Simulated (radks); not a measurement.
Question: W IV, 71 electrons, occupied as [Xe] 4f14 5d3. All-electron calculation, non-relativistic Kohn-Sham, exchange-only r2SCAN, spin-unpolarised, spherical densities, point nucleus; meta-GGA in the generalised Kohn-Sham scheme; relativity is left out, which matters for an element this heavy. Program: a radial shooting solver on a logarithmic mesh with Libxc functionals. Some entries of the table are withheld. Estimate them.

orbital  occ.  eigenvalue (hartree)  r(max) (bohr)  <r> (bohr)
1s          2             -2346.744        0.01358     0.02047
2s          2             -387.5030        0.07396         (1)
2p          6             -371.2714        0.05747     0.07318
3s          2             -89.56553         0.2031      0.2194
3p          6             -82.04875         0.1914         (2)
3d         10             -68.06528         0.1513      0.1840
4s          2             -18.98450         0.4570      0.4891
4p          6             -15.80839         0.4582      0.4966
4d         10             -10.03826         0.4552      0.5137
5s          2              -3.45117          1.053       1.168
4f         14              -2.54817         0.4239      0.5876
5p          6              -2.52427          1.131       1.282
5d          3              -1.12590          1.408       1.723

Answer: 
(1) 2s <r> (bohr): 0.08648
(2) 3p <r> (bohr): 0.2096
